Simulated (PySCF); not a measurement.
**How the method moves the HOMO and LUMO of `C[C@]1(C(F)F)CO1`**

C₄H₆F₂O.
SMILES with atom numbers: `[CH3:1][C@:2]1([CH:3]([F:4])[F:5])[CH2:6][O:7]1` (hydrogens: H8, H9, H10 on C1; H11 on C3; H12, H13 on C6)

Structure used (PBE0-D3(BJ)/def2-SVP), in Å, numbered top down from 1:
```xyz
13
C4H6F2O angstrom
C     -1.102   -0.905    0.289
C     -0.075    0.099   -0.148
C      1.347   -0.400   -0.189
F      1.755   -0.727    1.058
F      1.427   -1.516   -0.947
C     -0.277    1.540    0.006
O     -0.400    0.917   -1.253
H     -2.102   -0.454    0.281
H     -0.875   -1.264    1.303
H     -1.096   -1.767   -0.393
H      2.030    0.359   -0.609
H     -1.210    1.892    0.462
H      0.584    2.212    0.128
```

Basis pcSseg-1 throughout (PySCF), one geometry. Geometry: PBE0-D3(BJ)/def2-SVP, one conformer, isolated molecule.

Problem. How do the orbital energies, the gap and the dipole change with the method?

Solution. 
```json
{"method": "BLYP", "kind": "GGA", "HOMO (eV)": "-6.44", "LUMO (eV)": "0.58", "gap (eV)": "7.02", "μ (D)": "1.95", "SCF cycles": "15"}
{"method": "PBE", "kind": "GGA", "HOMO (eV)": "-6.54", "LUMO (eV)": "0.59", "gap (eV)": "7.13", "μ (D)": "1.94", "SCF cycles": "15"}
{"method": "KT2", "kind": "GGA", "HOMO (eV)": "-6.74", "LUMO (eV)": "0.53", "gap (eV)": "7.27", "μ (D)": "1.97", "SCF cycles": "16"}
{"method": "B97-2", "kind": "global hybrid", "HOMO (eV)": "-8.00", "LUMO (eV)": "1.45", "gap (eV)": "9.45", "μ (D)": "2.12", "SCF cycles": "14"}
{"method": "BHandHLYP", "kind": "global hybrid", "HOMO (eV)": "-9.97", "LUMO (eV)": "2.08", "gap (eV)": "12.05", "μ (D)": "2.29", "SCF cycles": "13"}
{"method": "wB97X-D", "kind": "range-separated hybrid", "HOMO (eV)": "-10.24", "LUMO (eV)": "3.29", "gap (eV)": "13.53", "μ (D)": "2.19", "SCF cycles": "14"}
{"method": "LC-wPBE", "kind": "range-separated hybrid", "HOMO (eV)": "-11.08", "LUMO (eV)": "3.64", "gap (eV)": "14.72", "μ (D)": "2.19", "SCF cycles": "14"}
{"method": "HF", "kind": "Hartree–Fock", "HOMO (eV)": "-12.41", "LUMO (eV)": "4.24", "gap (eV)": "16.64", "μ (D)": "2.49", "SCF cycles": "10"}
```

The HOMO spans 5.97 eV, from BLYP down to HF, and the gap runs from 7.02 eV (BLYP) to 16.64 eV (HF). Over the methods BLYP (0 %), PBE (0 %), KT2 (0 %), B97-2 (21 %), BHandHLYP (50 %), HF (100 %), a straight line through the gap against the share of exact exchange rises by 0.95 eV for each 10 % (correlation coefficient 0.999). The dipole ranges from 1.94 D (PBE) to 2.49 D (HF). This basis has no diffuse functions.
